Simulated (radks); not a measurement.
Values are calculated unless marked as measured or tabulated.
Lu+, configuration [Xe] 4f14 6s1 6p1 (not the ground configuration). Level of theory: scalar-relativistic Kohn-Sham, r2SCAN, spin-polarised, spherical densities, finite nucleus; open shells are filled with parallel spins first (spin-orbit coupling, left out, can overturn this in heavy ions); meta-GGA in the generalised Kohn-Sham scheme; Fermi nuclear charge, rms radius 5.37 fm (a radial shooting solver on a logarithmic mesh with Libxc functionals).

Radial electron density D(r) = 4 pi r^2 rho(r):

r (bohr),D(r) (e/bohr),spin D(r)
0.001127,7.718,0.000400
0.001539,12.41,0.000638
0.002103,19.53,0.000992
0.002872,29.83,0.00149
0.003924,43.76,0.00212
0.005361,60.79,0.00282
0.007324,78.49,0.00337
0.01001,92.12,0.00346
0.01367,96.38,0.00292
0.01867,90.73,0.00231
0.02551,85.37,0.00346
0.03485,96.04,0.00795
0.04724,120.0,0.0122
0.06453,128.1,0.00786
0.08816,106.7,-0.000543
0.1204,101.0,0.0117
0.1645,117.1,0.0221
0.2248,89.30,-0.00932
0.3071,56.66,0.00623
0.4195,67.43,0.0194
0.5732,54.93,-0.0257
0.783,27.30,0.0978
1.07,15.44,0.139
1.461,8.155,0.0112
1.981,2.715,0.209
2.706,0.9744,0.629
3.697,0.6635,0.644
5.05,0.2702,0.270
6.899,0.04229,0.0423
9.426,0.002061,0.00206

D(r) has 4 maxima, at r = 0.0131, 0.0596, 0.166, 0.447 bohr, and minima at 0.0253, 0.108, 0.315 bohr, inside which lie 1.92, 11.07, 29.69 electrons.
